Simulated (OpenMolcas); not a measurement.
Ru2+ (d6) among equal point charges was computed by CASSCF with the d shell active (OpenMolcas, ANO-RCC-VDZP on the metal). Its lowest spin-free states, and all those of the highest spin:

| 2S+1 | Degeneracy | E (cm-1) |
| --- | --- | --- |
| 5 | 3 | 0.0 |
| 5 | 2 | 9783 |
| 3 | 3 | 10423 |
| 1 | 1 | 11065 |
| 3 | 3 | 13808 |
| 3 | 3 | 17734 |
| 1 | 3 | 17954 |
| 3 | 3 | 19361 |
| 3 | 2 | 20209 |
| 3 | 3 | 20895 |
| 1 | 3 | 23974 |
| 3 | 3 | 24568 |

Problem. Is the site octahedral, tetrahedral or cube-like, axial, or of lower symmetry?

Solution. The states with 2S+1 = 5 have orbital degeneracies 3, 2. Threefold states need a cubic site. For d6 at this spin an octahedron puts the threefold T2 below the twofold E and a tetrahedron or cube puts the twofold E below the threefold T2, so the site is octahedral. The first gap at this spin, 9780 cm-1, is |10Dq| in ligand-field theory. The run had Ru2+ among 6 point charges of -1 e arranged as an octahedron (Oh), 1.87 Å from the ion.

An orbital triplet at a regular site is open to Jahn-Teller coupling, which can distort the site and quench the lowest spin-orbit gaps and is left out. Without dynamic correlation the repulsion within the d shell is too large (B by tens of per cent), so at a given field states of lower spin stand too high. Point charges give a weaker field than real ligands, and real ions of this kind are as a rule low spin; the high spin found here belongs to the model. Point charges carry no covalency, so the field is a model and not that of real ligands. No measured value stands beside these numbers.
